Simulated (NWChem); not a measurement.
System: CH4N2OSi; SMILES N#CO[SiH2]N

```xyz
9

N      0.2536     2.8649     0.1967
C     -0.0994     1.7578     0.1572
O     -0.5145     0.5516     0.1180
Si     0.4600    -0.8664    -0.1107
N     -0.5189    -2.2514    -0.0976
H      1.1005    -0.6948    -1.4374
H      1.4030    -0.8856     1.0341
H     -0.8728    -2.6498     0.7641
H     -1.0771    -2.5212    -0.8989
```
Atoms are numbered in this order, from 1.

Computed with NWChem. Pople sets run with spherical d functions. The geometry was optimised at PBE0/def2-SVP. B3LYP is NWChem's, with the RPA form of VWN correlation. Atomic charges in e: unrestrained fits to the electrostatic potential beside Mulliken populations; buried atoms are poorly determined by the fit.

For level B3LYP/def2-SVP:

```
Item          Result
------------  ------
Mulliken N1    -0.03
Mulliken C2    -0.03
Mulliken O3    -0.37
ESP Si4         0.88
Mulliken Si4    0.67
ESP N5         -0.91
Mulliken N5    -0.34
```

Estimate the same quantities for level Hartree-Fock/6-31G*.


- Mulliken N1: -0.41
- Mulliken C2: 0.58
- Mulliken O3: -0.75
- ESP Si4: 1.05
- Mulliken Si4: 1.12
- ESP N5: -1.10
- Mulliken N5: -1.06
